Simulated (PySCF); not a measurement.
Species: C₅H₅ClFNO₂.
Numbering: `[CH3:1][CH2:2][O:3][c:4]1[o:5][c:6]([Cl:7])[n:8][c:9]1[F:10]`

Probes without a nucleus sit at each ring's centroid and 1 Å off its mean plane on both sides; NICS is minus the shielding there, NICSzz its component along the normal. Level: GIAO PBE0/pcSseg-1 (PySCF, non-relativistic, gas phase) on the GFN2-xTB geometry, one conformer.

Ring bond lengths (Å), with Mayer bond orders in brackets: C4–O5 1.361 (1.01), O5–C6 1.355 (1.04), C6–N8 1.289 (1.64), N8–C9 1.361 (1.28), C9–C4 1.370 (1.54).

Question: Give the NICS values of each ring in ppm.

Answer: 
```json
{"ring": "C4–O5–C6–N8–C9", "type": "5-membered ring with N and O; formal bonds all aromatic", "NICS(0)": "-12.6", "NICS(1), two faces": "-8.2 / -8.3", "NICS(1)zz, two faces": "-19.4 / -19.2", "rms pucker (Å)": "0.00", "centre to ring atoms, mean (Å)": "1.15"}
```

Question: What do they say, and how far can they be read as aromaticity?

Answer: 
- C4–O5–C6–N8–C9: mean NICS(1)zz -19.3 ppm, shielded.

Question: And the bond-length index? HOMA = 1 − mean of α(R − Ropt)² over the ring bonds, with Krygowski's 1993 parameters (CC: Ropt 1.388 Å, α 257.7 Å⁻²; CN: Ropt 1.334 Å, α 93.52 Å⁻²; CO: Ropt 1.265 Å, α 157.38 Å⁻²).

Answer: 
- C4–O5–C6–N8–C9: HOMA 0.38; the largest term is that of C4–O5, α(R − Ropt)² = 1.46.

Question: At the first NICS(1) probe listed for ring C4–O5–C6–N8–C9, 1 Å off the ring, what do the in-plane components average?

Answer: The isotropic value is a third of the trace: (3 × -8.2 − (-19.4))/2 = -2.6 ppm.

Question: List the ring angles and the Hirshfeld charges of the ring atoms.

Answer: 
- C4–O5–C6–N8–C9: C4 106.6° (+0.111 e), O5 104.7° (-0.061 e), C6 114.2° (+0.119 e), N8 104.6° (-0.206 e), C9 109.8° (+0.069 e); sum 540.0° against 540° for a flat convex ring.

Question: What are the shieldings of the ring atoms and their hydrogens in the same run (means over atoms taken as equivalent)?

Answer: 
| atoms | environment | σ isotropic (ppm) | principal values of the symmetric part, first atom (ppm) |
| --- | --- | --- | --- |
| C4 | aromatic carbon bearing oxygen | 38.9 | -0.8, 36.7, 80.8 |
| O5 | furan-type oxygen | 28.3 | -83.0, 12.7, 155.2 |
| C6 | aromatic C–Cl carbon | 52.5 | -13.0, 67.3, 103.1 |
| N8 | pyridine-type nitrogen | -24.7 | -186.5, -66.3, 178.6 |
| C9 | aromatic C–F carbon | 43.5 | 20.7, 39.9, 70.0 |

Conformer computed: `[CH3:1][CH2:2][O:3][c:4]1[o:5][c:6]([Cl:7])[n:8][c:9]1[F:10]`: C1–C2–O3–C4 74°, C2–O3–C4–O5 3°.
